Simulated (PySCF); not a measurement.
Species: sum formula SiP₂H₅ (charge 0, doublet). It need not be the lowest isomer of its formula. SMILES: P[SiH]P
Geometry from a B3LYP-D3(BJ)/def2-TZVP (Ansatz) optimisation:
```xyz
8

P      1.9457     0.2100    -0.2277
Si    -0.2425     0.7852    -0.2391
P     -1.6281    -0.8211     0.5696
H      1.8981    -0.3322     1.0823
H      1.7552    -1.0537    -0.8536
H     -0.5911     1.2829    -1.5984
H     -2.8169    -0.1304     0.2147
H     -1.6140    -1.5922    -0.6258
```
Charge 0, spin multiplicity 2.

Dispersion corrections to the total energy (kcal/mol) from the dftd3 and dftd4 libraries through PySCF: D3(BJ) without and D4 with the three-body term, each with the damping fitted for the functional named.

| functional | D3(BJ) | D4 |
|---|---|---|
| BP86 | -9.43 | -6.97 |
| PW6B95 | -3.33 | -4.12 |
| revPBE | ___ | -13.29 |
| HF | -41.40 | ___ |
| TPSS | -6.71 | -6.70 |
| PBE | -5.10 | ___ |
| r2SCAN | -1.43 | -1.15 |

Problem. What belongs in the gaps?

Solution. 
- revPBE, D3(BJ): -12.12
- HF, D4: -16.31
- PBE, D4: -4.98
